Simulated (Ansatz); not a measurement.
(1) Predict a relaxed structure of In(phosphinine)H3 (C5H8InP), charge 0, singlet, at PBE0-D4/def2-SVP (Ansatz).

Results:

(1) 
```xyz
15

In   -1.7933   -1.6706    2.4602
P    -0.3489   -0.3222    0.4765
C    -0.5085   -0.4459   -1.2364
C     0.2728    0.2788   -2.1312
C     1.2644    1.1790   -1.7362
C     1.5692    1.4392   -0.3987
C     0.9185    0.8312    0.6706
H    -1.2652   -1.1355   -1.6224
H     0.1023    0.1353   -3.2028
H     1.8297    1.7037   -2.5106
H     2.3638    2.1596   -0.1804
H     1.2154    1.0845    1.6927
H    -0.4879   -1.6439    3.6097
H    -2.0608   -3.0923    1.4947
H    -3.0716   -0.5010    2.6142
```
Point group Cs (tolerance 0.1 Å). This is one stationary point.

In the def2 sets In takes a core potential; there is no spin–orbit coupling.
